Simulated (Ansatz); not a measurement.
Born–Oppenheimer molecular dynamics of C3H11NOSi (17 atoms, charge 0, multiplicity 1). It starts from a relaxed structure.

All numbers below come from RKS B3LYP-D4/STO-3G (Ansatz).

```yaml
ensemble: NVT, Nosé–Hoover chain
time_step: 0.5 fs
steps_asked: 245
set_temperature: 300 K
thermostat: time constant 100 fs, chain length 3 (defaults)
seed: 966792
```

First frame:

```xyz
17
Properties=species:S:1:pos:R:3
C -0.487 0.463 -1.846
N 0.749 0.524 -0.973
C 0.517 -0.061 0.433
C 0.248 -1.606 0.275
O 1.776 0.175 1.158
Si -0.838 0.779 1.509
H -0.704 -0.587 -2.101
H -1.396 0.904 -1.385
H -0.274 1.010 -2.781
H 0.907 1.561 -0.800
H 1.002 -2.055 -0.390
H -0.750 -1.803 -0.143
H 0.313 -2.093 1.260
H 2.460 -0.191 0.481
H -2.152 0.399 1.046
H -0.688 0.365 2.884
H -0.703 2.215 1.413
```

Task: How far do the bonds stretch over the last three quarters of this one trajectory? (Pairs bonded in most of those frames.)

Result: 
```tsv
bond	mean (Å)	spread (Å)	shortest	longest
C1–N2	1.518	0.013	1.49	1.55
C1–H7	1.103	0.011	1.08	1.12
C1–H8	1.110	0.009	1.10	1.12
C1–H9	1.104	0.007	1.09	1.12
N2–C3	1.540	0.014	1.52	1.56
N2–H10	1.063	0.003	1.06	1.07
C3–C4	1.580	0.015	1.55	1.61
C3–O5	1.475	0.018	1.45	1.50
C3–Si6	1.923	0.022	1.89	1.96
C4–H11	1.104	0.027	1.06	1.15
C4–H12	1.101	0.014	1.08	1.13
C4–H13	1.103	0.021	1.07	1.14
O5–H14	1.032	0.029	0.99	1.08
Si6–H15	1.454	0.058	1.37	1.53
Si6–H16	1.449	0.043	1.38	1.51
Si6–H17	1.448	0.037	1.39	1.51
```

Mean temperature of the second half: 181 K. The conserved energy stayed within 0.34 meV per atom of its start (net change 0.32 meV per atom), so the integration is sound. The mean temperature of the second half is 40 % below the set value. A run of 0.12 ps of so small a system gives no equilibrium averages. Limits of this set-up: minimal basis.

Time of the run: 13 min on 1 thread of Arm Neoverse V1, on a shared host, peak memory 0.1 GiB.
